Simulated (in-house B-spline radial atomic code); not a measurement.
Successive ionisation energies of rubidium; each step leads to the configuration of the next row (after the last: bare). Dirac energy differences include first-order Breit, QED and recoil terms. NIST's values go from ground level to ground level; the uncertainty of those that are theory runs from under 0.1 % in few-electron ions to several per cent in heavy many-electron ones. Computed with an all-electron radial atomic-structure program (B-spline basis): Dirac-Hartree-Fock, average of the configuration, finite nuclei.

| ion | configuration | ionisation energy (eV) | tabulated value (eV) | computed minus tabulated (eV) | highest orbital | largest mean radius (bohr) |
| --- | --- | --- | --- | --- | --- | --- |
| Rb18+ | [Ar] 3d1 | 704.3 | 706 | -2 | 3d5/2 | 0.46 |
| Rb19+ | [Ne] 3s2 3p6 | 860.7 | 857 | 4 | 3p3/2 | 0.455 |
| Rb20+ | [Ne] 3s2 3p5 | 911.5 | 905.3 | 6 | 3p3/2 | 0.45104 |
| Rb21+ | [Ne] 3s2 3p4 | 963.2 | 958.9 | 4 | 3p3/2 | 0.44715 |
| Rb22+ | [Ne] 3s2 3p3 | 1015.8 | 1024 | -8 | 3p3/2 | 0.44333 |
| Rb23+ | [Ne] 3s2 3p2 | 1069.3 | 1080 | -11 | 3p3/2 | 0.43958 |
| Rb24+ | [Ne] 3s2 3p1 | 1123.7 | 1125 | -1 | 3p3/2 | 0.43589 |
| Rb25+ | [Ne] 3s2 | 1237.2 | 1242.5 | -5 | 3s1/2 | 0.43226 |
| Rb26+ | [Ne] 3s1 | 1293.8 | 1294.57 | -1 | 3s1/2 | 0.42823 |
| Rb27+ | [He] 2s2 2p6 | ? | ? | ? | ? | ? |
| Rb28+ | [He] 2s2 2p5 | 3303.2 | 3281 | 22 | 2p3/2 | 0.17205 |
| Rb29+ | [He] 2s2 2p4 | 3459.5 | 3443 | 16 | 2p3/2 | 0.17056 |
| Rb30+ | [He] 2s2 2p3 | 3618.7 | 3600 | 19 | 2p3/2 | 0.16909 |
| Rb31+ | [He] 2s2 2p2 | 3780.8 | 3815 | -34 | 2p3/2 | 0.16764 |
| Rb32+ | [He] 2s2 2p1 | 3945.8 | 3988 | -42 | 2p3/2 | 0.16621 |
| Rb33+ | [He] 2s2 | ? | ? | ? | ? | ? |
| Rb34+ | [He] 2s1 | ? | ? | ? | ? | ? |
| Rb35+ | 1s2 | 18304.0 | 18305.89 | -2 | 1s1/2 | 0.039957 |
| Rb36+ | 1s1 | 18965.5 | 18965.55 | 0 | 1s1/2 | 0.039537 |

(1) Fill in the row of Rb27+.

(2) Fill in the row of Rb33+.

(3) Fill in the row of Rb34+.

(4) Where is the largest jump?

Where a p, d or f electron is removed, the computed value is a mean over both j, so it misses the tabulated one by a part of the spin-orbit splitting; averaging over terms and missing correlation add to the gap, relatively most at low charge.

## Answers

(1) ionisation energy (eV): 3149.9; tabulated value (eV): 3133.3; computed minus tabulated (eV): 17; highest orbital: 2p3/2; largest mean radius (bohr): 0.17356.

(2) ionisation energy (eV): 4206.8; tabulated value (eV): 4214; computed minus tabulated (eV): -7; highest orbital: 2s1/2; largest mean radius (bohr): 0.1648.

(3) ionisation energy (eV): 4356.7; tabulated value (eV): 4356.865; computed minus tabulated (eV): 0; highest orbital: 2s1/2; largest mean radius (bohr): 0.16349.

(4) From Rb34+ to Rb35+, by a factor of 4.20 (4356.7 to 18304 eV); the highest orbital goes from 2s1/2 to 1s1/2.
